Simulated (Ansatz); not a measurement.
Geometry optimisation, Ansatz 0.2.0, RKS BHLYP-D4/def2-SVP.

The input (input.yaml):

```yaml
crystal:
  periodic: [false, false, false]
  atoms:
    - { symbol: "N", position_ang: [-1.16696, 1.99783, 0.26262] }
    - { symbol: In, position_ang: [0.5801, 1.21589, -0.42312] }
    - { symbol: C, position_ang: [0.8532, -1.00322, -0.44175] }
    - { symbol: As, position_ang: [-0.78882, -1.8257, 0.25686] }
    - { symbol: H, position_ang: [-1.98621, 1.41271, 0.1334] }
    - { symbol: H, position_ang: [-1.41705, 2.93529, -0.03071] }
    - { symbol: H, position_ang: [1.87329, 2.34523, -0.72472] }
    - { symbol: H, position_ang: [1.02787, -1.31908, -1.47329] }
    - { symbol: H, position_ang: [1.73487, -1.24272, 0.15435] }
    - { symbol: H, position_ang: [-0.57376, -1.36463, 1.6728] }
    - { symbol: H, position_ang: [-0.13654, -3.15161, 0.61357] }
basis:
  gaussian: { orbitals: def2-SVP }
hamiltonian:
  xc: { name: BHLYP }
  dispersion: d4
relax:
  f_tol: 0.015
  max_steps: 40
```

Launched with:

```bash
$ ansatz run input.yaml --threads 2 --pin off --max-ram 3072MiB --backend cpu --events-out ev --progress --plain --runs-dir out
```

Question: Where does it end, and by what steps?

Answer: It converged. The force dipped under the threshold on the way, but the program's further checks kept it going. After 16 steps the energy has fallen by 0.126 eV; N1 moved furthest, 0.36 Å.

| step | energy less start (eV) | largest force component (eV/Å) | accepted |
| --- | --- | --- | --- |
| 0 | 0.0000 | 0.956 | yes |
| 1 | -0.0149 | 0.588 | yes |
| 2 | -0.1034 | 0.260 | yes |
| 3 | -0.0981 | 0.775 | no |
| 4 | -0.1162 | 0.158 | yes |
| 5 | -0.1225 | 0.023 | yes |
| 6 | -0.1230 | 0.015 | yes |
| 7 | -0.1232 | 0.030 | yes |
| 8 | -0.1233 | 0.071 | yes |
| 9 | -0.1235 | 0.080 | yes |
| 10 | -0.1241 | 0.075 | yes |
| 11 | -0.1246 | 0.082 | yes |
| 12 | -0.1253 | 0.088 | yes |
| 13 | -0.1257 | 0.064 | yes |
| 14 | -0.1259 | 0.053 | yes |
| 15 | -0.1262 | 0.021 | yes |
| 16 | -0.1263 | 0.014 | yes |

```xyz
11
Properties=species:S:1:pos:R:3
N -1.188 1.941 -0.091
In 0.683 1.234 -0.339
C 0.780 -0.932 -0.439
As -0.746 -1.792 0.454
H -2.006 1.357 -0.046
H -1.436 2.913 -0.021
H 1.965 2.374 -0.430
H 0.729 -1.207 -1.497
H 1.738 -1.285 -0.052
H -0.361 -1.417 1.872
H -0.158 -3.187 0.589
```

Whether the end is a true minimum wasn't checked by a vibrational analysis.

Run time: 66 s on 2 threads of Intel(R) Xeon(R) 6975P-C (Granite Rapids) (shared host), peak memory 0.36 GiB.
